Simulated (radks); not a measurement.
All-electron atom: Ir XLIX in [Ar] 3d10 4s1.

All-electron calculation, non-relativistic Kohn-Sham, PBE, spin-polarised, spherical densities, point nucleus; open shells are filled with parallel spins first (spin-orbit coupling, left out, can overturn this in heavy ions); relativity is left out, which matters for an element this heavy. Program: a radial shooting solver on a logarithmic mesh with Libxc functionals.

Energy parts (Ry):
total: -30329.3020
kinetic: 30326.0635
electron-nucleus: -65822.8528
Hartree: 5633.0202
exchange-correlation: -465.5330

Orbitals (lengths in bohr, moments of r in powers of bohr; r(max) is where P^2 peaks):
| orbital | occ. | eigenvalue (Ry) | <r> | <1/r> | r(max) | <r^2> |
|---|---|---|---|---|---|---|
| 1s up | 1 | -5275.639 | 0.01966 | 76.46 | 0.01305 | 0.0005167 |
| 1s down | 1 | -5275.560 | 0.01966 | 76.46 | 0.01305 | 0.0005167 |
| 2s up | 1 | -1025.588 | 0.08274 | 18.01 | 0.07091 | 0.008020 |
| 2s down | 1 | -1025.534 | 0.08275 | 18.01 | 0.07091 | 0.008020 |
| 2p up | 3 | -992.8927 | 0.06993 | 18.04 | 0.05501 | 0.005918 |
| 2p down | 3 | -992.8374 | 0.06993 | 18.04 | 0.05501 | 0.005918 |
| 3s up | 1 | -366.8432 | 0.2050 | 7.124 | 0.1921 | 0.04775 |
| 3s down | 1 | -366.7217 | 0.2049 | 7.126 | 0.1921 | 0.04772 |
| 3p up | 3 | -351.9807 | 0.1949 | 7.075 | 0.1805 | 0.04379 |
| 3p down | 3 | -351.8666 | 0.1949 | 7.077 | 0.1805 | 0.04376 |
| 3d up | 5 | -324.8758 | 0.1699 | 6.987 | 0.1416 | 0.03347 |
| 3d down | 5 | -324.7865 | 0.1698 | 6.989 | 0.1415 | 0.03344 |
| 4s up | 1 | -185.6201 | 0.3956 | 3.660 | 0.3946 | 0.1756 |
| 4s down | 0 | -185.0603 | 0.3950 | 3.667 | 0.3943 | 0.1750 |
| 4p up | 0 | -179.1197 | 0.3905 | 3.616 | 0.3889 | 0.1722 |
| 4p down | 0 | -178.5694 | 0.3898 | 3.623 | 0.3886 | 0.1717 |
| 5s up | 0 | -112.3488 | 0.6468 | 2.247 | 0.6766 | 0.4677 |

The highest occupied level is 4s up at -2525.5 eV. Virial ratio -V/T = 2.00011. The spin density at the nucleus is 1301 e/bohr^3 (1s 3, 2s 1, 3s -2, 4s 1299).
